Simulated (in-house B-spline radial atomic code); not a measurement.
**Solving the quasi-particle equation for 2p up of Al VII (Al6+)**

Configuration [He] 2s2 2p3, highest spin, start PBE0; correlation leaves out the 2 deepest shells. Computed with a B-spline radial code for spherical atoms: all electrons, non-relativistic, point nucleus, each spin shell either full or empty, empty states to l = 9 with an (l + 1/2)⁻⁴ tail; G0W0 by contour deformation at full frequency.

At the mean-field level ε = -227.247 eV the matrix elements are Σx = -70.212 eV, v_xc = -53.973 eV and Σc(ε) = 0.212 eV, and the slope of the correlation self-energy is dΣc/dω = -0.0099. The quasi-particle energy solves E = ε + Σx − v_xc + Σc(E).

(1) What does the linearised equation give?

(2) How does that compare with the full solution and with static screening?

Results:

(1) Z = 1/(1 − dΣc/dω) = 1/1.0099 = 0.9902. The first-order shift is Σx − v_xc + Σc(ε) = -70.212 − (-53.973) + (0.212) = -16.027 eV, so E ≈ ε + Z × shift = -227.247 + 0.9902 × (-16.027) = -243.117 eV.

(2) Solving the equation at full frequency dependence gives E = -243.106 eV, where Σc = 0.379 eV and the weight is 0.989; the linearised value is off by 11 meV. Leaving Z out would give -243.274 eV. Static COHSEX puts -1.610 eV in place of Σc and gives -245.096 eV, 1.99 eV deeper.
